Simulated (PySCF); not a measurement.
Cl5W (SMILES [Cl][W]([Cl])([Cl])([Cl])[Cl]), doublet, geometry from GFN2-xTB (such geometries of metal compounds can be far from the true shape) (core potentials on W); DF-PBE0/def2-SV(P) in PySCF.

The PySCF input:
```python
from pyscf import gto, scf, dft

mol = gto.Mole()
mol.atom = '''
    W    -0.00000000    0.00000000   -0.00000000
    Cl    1.84552708   -0.40817670   -1.16797303
    Cl    0.96233500   -0.98148675    1.86360069
    Cl   -0.96233500    0.98148675   -1.86360069
    Cl   -1.63595757   -1.50250559    0.05347170
    Cl   -0.20956952    1.91068230    1.11450133
'''
mol.basis = 'def2-sv(p)'
mol.ecp = {'W': 'def2-sv(p)'}
mol.spin = 1
mol.verbose = 4
mol.build()

mf = dft.UKS(mol)
mf.xc = 'pbe0'
mf = mf.density_fit(auxbasis='def2-universal-jkfit')
mf.kernel()
mf.analyze()
```

Output, abridged:

```
PySCF version 2.14.0

[INPUT] verbose = 4
[INPUT] num. atoms = 6
[INPUT] num. electrons = 99
[INPUT] charge = 0
[INPUT] spin (= nelec alpha-beta = 2S) = 1
[INPUT] symmetry False subgroup None
[INPUT] Mole.unit = angstrom
[INPUT] Symbol           X                Y                Z      unit          X                Y                Z       unit  Magmom
[...]
nuclear repulsion = 716.987264589495
number of shells = 51
number of NR pGTOs = 230
number of NR cGTOs = 115
basis = def2-sv(p)
ecp = {'W': 'def2-sv(p)'}

******** <class 'pyscf.df.df_jk.DFUKS'> ********
method = DFUKS
initial guess = minao
damping factor = 0
level_shift factor = 0
DIIS = <class 'pyscf.scf.diis.CDIIS'>
diis_start_cycle = 1
diis_space = 8
diis_damp = 0
SCF conv_tol = 1e-09
SCF conv_tol_grad = None
SCF max_cycles = 50
direct_scf = False
number electrons alpha = 50  beta = 49
XC library pyscf.dft.libxc version 7.1.2
    S. Lehtola, C. Steigemann, M. J. T. Oliveira, and M. A. L. Marques,  SoftwareX 7, 1–5 (2018)
XC functionals = pbe0
    C. Adamo and V. Barone,  J. Chem. Phys. 110, 6158 (1999)
    M. Ernzerhof and G. E. Scuseria,  J. Chem. Phys. 110, 5029 (1999)
radial grids:
    Treutler-Ahlrichs [JCP 102, 346 (1995); DOI:10.1063/1.469408] (M4) radial grids

becke partition: Becke, JCP 88, 2547 (1988); DOI:10.1063/1.454033
pruning grids: <function nwchem_prune>
grids dens level: 3
symmetrized grids: False
atomic radii adjust function: <function treutler_atomic_radii_adjust>
small_rho_cutoff = 0
Set gradient conv threshold to 3.16228e-05
tot grids = 118712
******** <class 'pyscf.df.df.DF'> ********
auxbasis = def2-universal-jkfit
init E= -2354.52845041846

cycle= 1 E= -2366.67241546453  delta_E= -12.1  |g|= 0.457  |ddm|= 5.31
cycle= 2 E= -2365.71728413718  delta_E= 0.955  |g|= 1.48  |ddm|= 1.73
cycle= 3 E= -2366.77468484348  delta_E= -1.06  |g|= 0.126  |ddm|= 1.34
cycle= 4 E= -2366.7823096878  delta_E= -0.00762  |g|= 0.0307  |ddm|= 0.177
cycle= 5 E= -2366.78284797454  delta_E= -0.000538  |g|= 0.00506  |ddm|= 0.0321
cycle= 6 E= -2366.78286659164  delta_E= -1.86e-05  |g|= 0.00234  |ddm|= 0.00972
cycle= 7 E= -2366.78287291864  delta_E= -6.33e-06  |g|= 0.000991  |ddm|= 0.00522
cycle= 8 E= -2366.78287522502  delta_E= -2.31e-06  |g|= 0.000286  |ddm|= 0.00399
cycle= 9 E= -2366.78287544873  delta_E= -2.24e-07  |g|= 0.000166  |ddm|= 0.00143
cycle= 10 E= -2366.78287547338  delta_E= -2.47e-08  |g|= 8.3e-05  |ddm|= 0.000395
[...]
converged SCF energy = -2366.78287549296  <S^2> = 0.75574363  2S+1 = 2.0057354
Total Energy =                       -2366.782875492959647
[...]
spin_pop of  2 Cl 2pz      -0.00000
spin_pop of  2 Cl 3px       0.01355
spin_pop of  2 Cl 3py       0.01338
spin_pop of  2 Cl 3pz      -0.01197
spin_pop of  2 Cl 4px       0.00400
spin_pop of  2 Cl 4py       0.00429
spin_pop of  2 Cl 4pz       0.00018
spin_pop of  2 Cl 3dxy      0.00009
spin_pop of  2 Cl 3dyz      0.00165
spin_pop of  2 Cl 3dz^2     0.00012
spin_pop of  2 Cl 3dxz      0.00126
spin_pop of  2 Cl 3dx2-y2    0.00135
spin_pop of  3 Cl 1s        0.00000
spin_pop of  3 Cl 2s       -0.00000
spin_pop of  3 Cl 3s        0.00013
spin_pop of  3 Cl 4s        0.00044
spin_pop of  3 Cl 2px       0.00000
spin_pop of  3 Cl 2py       0.00000
spin_pop of  3 Cl 2pz      -0.00000
spin_pop of  3 Cl 3px       0.01285
spin_pop of  3 Cl 3py       0.01382
spin_pop of  3 Cl 3pz      -0.01171
spin_pop of  3 Cl 4px       0.00401
spin_pop of  3 Cl 4py       0.00410
spin_pop of  3 Cl 4pz       0.00017
spin_pop of  3 Cl 3dxy      0.00006
spin_pop of  3 Cl 3dyz      0.00134
spin_pop of  3 Cl 3dz^2     0.00013
spin_pop of  3 Cl 3dxz      0.00150
spin_pop of  3 Cl 3dx2-y2    0.00144
spin_pop of  4 Cl 1s       -0.00000
spin_pop of  4 Cl 2s       -0.00000
spin_pop of  4 Cl 3s        0.00014
spin_pop of  4 Cl 4s       -0.00005
spin_pop of  4 Cl 2px      -0.00000
spin_pop of  4 Cl 2py      -0.00000
spin_pop of  4 Cl 2pz       0.00000
spin_pop of  4 Cl 3px      -0.00492
spin_pop of  4 Cl 3py      -0.00350
spin_pop of  4 Cl 3pz       0.02007
spin_pop of  4 Cl 4px       0.00172
spin_pop of  4 Cl 4py       0.00197
spin_pop of  4 Cl 4pz       0.00421
spin_pop of  4 Cl 3dxy      0.00009
spin_pop of  4 Cl 3dyz      0.00158
spin_pop of  4 Cl 3dz^2     0.00006
spin_pop of  4 Cl 3dxz      0.00147
spin_pop of  4 Cl 3dx2-y2    0.00202
spin_pop of  5 Cl 1s        0.00000
spin_pop of  5 Cl 2s        0.00000
spin_pop of  5 Cl 3s        0.00003
spin_pop of  5 Cl 4s        0.00017
spin_pop of  5 Cl 2px      -0.00000
spin_pop of  5 Cl 2py      -0.00000
spin_pop of  5 Cl 2pz      -0.00000
spin_pop of  5 Cl 3px      -0.00497
spin_pop of  5 Cl 3py      -0.00825
spin_pop of  5 Cl 3pz      -0.00015
spin_pop of  5 Cl 4px       0.00060
spin_pop of  5 Cl 4py       0.00030
spin_pop of  5 Cl 4pz       0.00153
spin_pop of  5 Cl 3dxy      0.00064
spin_pop of  5 Cl 3dyz      0.00017
spin_pop of  5 Cl 3dz^2     0.00150
spin_pop of  5 Cl 3dxz      0.00017
spin_pop of  5 Cl 3dx2-y2    0.00005
In total            50.00000 | 49.00000
Dipole moment(X, Y, Z, Debye):  0.30470,  0.23422, -0.03396
```
